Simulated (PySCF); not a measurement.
## Radial density of Re (rhenium, neutral)

r2SCAN, [Xe] 4f14 5d5 6s1 6p1, high-spin 8P determinant (an excited configuration). Computed with PySCF 2.14 in x2c-TZVPPall with one added diffuse shell each of s, p, d, f type (12s8p8d4f1g, 113 functions), with scalar relativity by spin-free X2C-1e.

```
r (bohr)  4πr²ρ (e/bohr)  4πr²(ρα − ρβ)
  0.0137           103.5         0.0009
  0.0231           90.33        -0.0011
  0.0388           118.4         0.0213
  0.0652           132.9         0.1242
   0.110           108.1         0.2744
   0.185           116.0         0.0105
   0.310           66.72         0.3679
   0.522           63.77         0.1028
   0.878           20.90         1.1824
    1.48           8.556         3.2372
    2.49           2.109         1.9212
    4.18          0.5428         0.5425
    7.03         0.05209         0.0521
    11.8       0.0007063         0.0007
```

Densities and radii are taken from the X2C orbitals without a picture-change correction, which distorts them close to the nucleus.

Spin-orbit coupling, absent here, splits the open shell strongly.
